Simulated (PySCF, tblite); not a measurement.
Species: C7H9N.
SMILES with atom numbers: `[CH2:1]=[C:2]=[C:3]=[C:4]([CH:5]=[CH2:6])[CH2:7][NH2:8]` (hydrogens: H9, H10 on C1; H11 on C5; H12, H13 on C6; H14, H15 on C7; H16, H17 on N8)

Structure used (GFN2-xTB), in Å, numbered top down from 1:
```
atom  x, y, z in Å
C1     3.4941   -1.3420    0.4616
C2     2.3254   -0.7887    0.2444
C3     1.2084   -0.2532    0.0480
C4     0.0102    0.2762   -0.1659
C5    -0.2818    1.6270    0.2612
C6    -1.4824    2.1993    0.2057
C7    -1.0482   -0.5549   -0.8517
N8    -2.1495   -0.8343    0.0646
H9     3.7012   -2.3551    0.1563
H10    4.2890   -0.8050    0.9532
H11    0.5657    2.1754    0.6550
H12   -2.3466    1.6674   -0.1500
H13   -1.6350    3.2105    0.5434
H14   -1.4579    0.0100   -1.6965
H15   -0.5726   -1.4675   -1.2499
H16   -1.8001   -1.3086    0.8910
H17   -2.8269   -1.4443   -0.3805
```

Method: PBE0/pcSseg-1 in PySCF (dipole) on a GFN2-xTB geometry, gas phase.

Take the most abundant isotopes and a rigid rotor. The values belong to one conformer with, in the numbering `[CH2:1]=[C:2]=[C:3]=[C:4]([CH:5]=[CH2:6])[CH2:7][NH2:8]`, C3–C4–C5–C6 -173°, C3–C4–C7–N8 114°, C4–C7–N8–H -58° and -176°.

**Question.** Give the principal moments of inertia and the rotational constants in MHz.

**Answer.** Ia = 138.67, Ib = 445.80, Ic = 556.64 u·Å²; 505379 MHz·u·Å²/I gives A = 3644, B = 1134, C = 907.9 MHz.

**Question.** Classify the top.

**Answer.** An asymmetric top. Ray's parameter κ = (2B − A − C)/(A − C) = -0.835; −1 is the prolate and +1 the oblate limit.

**Question.** What does the inertial defect say?

**Answer.** Not planar: Δ = Ic − Ia − Ib = -27.82 u·Å². For a rigid frame Δ = −2 Σ m c², so Σ m c² = 13.91 u·Å² lies off the ab plane: 5.13 from hydrogen and 8.78 from heavier atoms. The atom farthest from that plane is 1.45 Å away.

**Question.** Give the other two planar moments, Paa and Pbb, and the rms extents of the mass along the axes.

**Answer.** Paa = Σ m a² = (Ib + Ic − Ia)/2 = 431.88 and Pbb = Σ m b² = (Ia + Ic − Ib)/2 = 124.76 u·Å². With the mass M = 107.07 u, the rms extents √(P/M) along a, b and c are 2.01, 1.08, 0.36 Å.

**Question.** List the rotational levels J(Ka,Kc) to J = 4 (MHz).

**Answer.** Above 0(0,0):
J = 1: 1(0,1) 2042, 1(1,1) 4552, 1(1,0) 4778
J = 2: 2(0,2) 6110, 2(1,2) 8410, 2(1,1) 9087, 2(2,1) 16619, 2(2,0) 16634
J = 3: 3(0,3) 12177, 3(1,3) 14187, 3(1,2) 15541, 3(2,2) 22744, 3(2,1) 22816, 3(3,1) 35871, 3(3,0) 35872
J = 4: 4(0,4) 20201, 4(1,4) 21874, 4(1,3) 24128, 4(2,3) 30899, 4(2,2) 31113, 4(3,2) 44065, 4(3,1) 44069, 4(4,1) 62406, 4(4,0) 62406

**Question.** Which lines would a microwave search look for?

**Answer.** The dipole components are |μa| = 0.17 D, |μb| = 1.27 D, |μc| = 0.09 D. The squared components, which scale the intensities, stand as 0.02 : 1.00 : 0.01 (a : b : c). Some lines, for components of 0.1 D or more:

```
type  branch         J(Ka,Kc)    MHz  lower level (cm⁻¹)
   a       Q  5(2,3) ← 5(2,4)    488               1.370
   a       Q  2(1,1) ← 2(1,2)    677               0.281
   a       Q  3(1,2) ← 3(1,3)   1354               0.473
   b       R  4(1,3) ← 3(2,2)   1384               0.759
   a       R  1(0,1) ← 0(0,0)   2042               0.000
   b       Q  1(1,0) ← 1(0,1)   2737               0.068
   b       Q  2(1,1) ← 2(0,2)   2977               0.204
   a       R  2(1,2) ← 1(1,1)   3857               0.152
   a       R  2(1,1) ← 1(1,0)   4309               0.159
   b       Q  5(1,4) ← 5(0,5)   4695               1.005
   a       R  3(1,3) ← 2(1,2)   5777               0.281
   a       R  3(2,1) ← 2(2,0)   6182               0.555
   b       R  2(1,2) ← 1(0,1)   6368               0.068
   b       Q  5(2,3) ← 5(1,4)   6733               1.162
   a       R  4(3,2) ← 3(3,1)   8194               1.197
   a       R  4(2,2) ← 3(2,1)   8297               0.761
   a       R  5(0,5) ← 4(0,4)   9933               0.674
   a       R  5(2,3) ← 4(2,2)  10450               1.038
   a       R  5(1,4) ← 4(1,3)  10702               0.805
   b       Q  4(3,1) ← 4(2,2)  12956               1.038
   b       Q  3(3,1) ← 3(2,2)  13127               0.759
   b       R  5(2,4) ← 4(1,3)  16947               0.805
   b       Q  4(4,1) ← 4(3,2)  18341               1.470
   b       R  5(2,3) ← 4(1,4)  19689               0.730
   b       R  4(3,2) ← 3(2,1)  21249               0.761
   b       R  5(3,3) ← 4(2,2)  23204               1.038
   b       R  4(4,0) ← 3(3,1)  26535               1.197
   b       R  5(4,1) ← 4(3,2)  28581               1.470
```

Its GFN2-xTB frequencies are all real (lowest 58 cm⁻¹). Constants of a rigid frame at the computed geometry: no zero-point averaging, no centrifugal distortion. A rigid rotor knows nothing of inversion at nitrogen, which can split or shift real lines. Quadrupole hyperfine structure (14N) is left out.
